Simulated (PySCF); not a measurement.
# Reading the logs of faulty runs: AlCH4O2

All numbers below are calculated, not measured. They come from PySCF 2.14.0, an open-source quantum chemistry program, on an isolated molecule that a program drew, which may never have been made. The molecule is AlCH4O2 (charge 0, doublet), drawn as the SMILES string `O[CH][O][AlH2]`.

Each row is a Hartree-Fock (HF) and frozen-core CCSD(T) single point in the cc-pV(D+d)Z basis, meant for a local HF minimum. Run 1 is clean. Each other run has one planted mistake out of seven kinds, and not every kind appears here: one electron removed, one electron added, multiplicity raised by two, geometry at a saddle point, minimal basis STO-3G, one bond length entered in bohr, all coordinates scaled. The reference is restricted for singlets and unrestricted otherwise, and also for a bond in bohr. Adding or removing an electron swaps singlet and doublet. Electrons count all cores. HOMO and LUMO are orbital energies over both spins, the gradient is its largest component, and the lowest frequency (negative if imaginary) is given only where the gradient is small. Bond lengths are over the 7 bonds as drawn. T1 is the CCSD diagnostic: over 0.02 (restricted) or 0.045 (unrestricted) a single reference is doubtful.

Geometry of the clean run:
```xyz
8
AlCH4O2, angstrom
O    -2.3403    0.9519   -1.5109
C    -1.2358    0.8697   -0.7324
O    -1.1040    1.8859    0.1494
Al   -0.3652    2.2815    1.6227
H    -2.4796    1.8633   -1.7306
H    -1.0962   -0.1372   -0.3452
H     0.3817    1.1562    2.4300
H    -0.4877    3.7768    2.0798
```

| run | electrons | basis functions | <S^2> | HOMO (eV) | LUMO (eV) | gradient (hartree/bohr) | lowest frequency (cm^-1) | mean bond (Å) | longest bond (Å) | T1 | HF (hartree) | CCSD(T) (hartree) | mistake |
|---|---|---|---|---|---|---|---|---|---|---|---|---|---|
| 1 | 39 | 85 | 0.757 | -8.63 | 1.48 | 2.1e-05 | 50 | 1.3683 | 1.695 | 0.0190 | -431.84524 | -432.44102 | no fault |
| 2 | 39 | 28 | 0.755 | -5.48 | 8.34 | 5.8e-02 | - | 1.3683 | 1.695 | 0.0196 | -426.40144 | -426.58636 | minimal basis STO-3G |
| 3 | 39 | 85 | 1.306 | -10.20 | 1.13 | 1.4e-01 | - | 1.4888 | 1.791 | 0.0646 | -431.73902 | -432.35001 | one bond length entered in bohr |
| 4 | 39 | 85 | 3.764 | -5.46 | -3.43 | 5.0e-02 | - | 1.3683 | 1.695 | 0.0505 | -431.62713 | -432.22518 | ? |

**Which mistake was planted in run 4, and what did it cost?**

Electrons, basis and geometry are unchanged, and <S^2> is 3.764, beside S(S+1) = 3.75 for a multiplicity of 4. So the mistake is: multiplicity raised by two. Subtracting run 1 and multiplying by 627.51 kcal/mol a hartree, the energy moved by 136.9 kcal/mol in HF and 135.4 kcal/mol in CCSD(T).

Cautions from the logs. Run 3: T1 is over the limit, so its CCSD(T) energy is less reliable; run 4: T1 is over the limit, so its CCSD(T) energy is less reliable.
